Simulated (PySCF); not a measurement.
C2H4F2Si, SMILES C=C(F)[SiH2]F.

Coordinates come from a TPSSh-D3(BJ)/def2-SVP optimisation. The structure was generated by enumeration, and PubChem lists no compound with its InChIKey, so it may never have been made. One conformer was computed; it need not be the lowest.

Two levels are set side by side: TDA-PBE/def2-SVPD (PySCF) and TDA-PBE0/def2-SVPD (PySCF). Vertical, same geometry. The lowest singlet is HOMO→LUMO+1 100 % with PBE and HOMO→LUMO+1 98 % with the other functional; states are paired by order. Differences are taken from unrounded values.

| quantity | TDA-PBE0 | TDA-PBE | TDA-PBE minus TDA-PBE0 |
|---|---|---|---|
| lowest singlet excitation (eV) | 6.41 | 5.66 | -0.75 |
| lowest triplet excitation (TDA) (eV) | 4.10 | 4.20 | 0.11 |
| first bright state (f over 0.05) (eV) | 7.40 | 6.88 | -0.53 |
| its oscillator strength | 0.43 | 0.16 | -0.27 |

Functionals without exact exchange tend to place singlet excitations lower, as here. Differences between two approximate levels are no errors against the true value.

Rough cost on one machine, each run with all the roots and properties that it gave: TDA-PBE0 against TDA-PBE within a factor of 2.
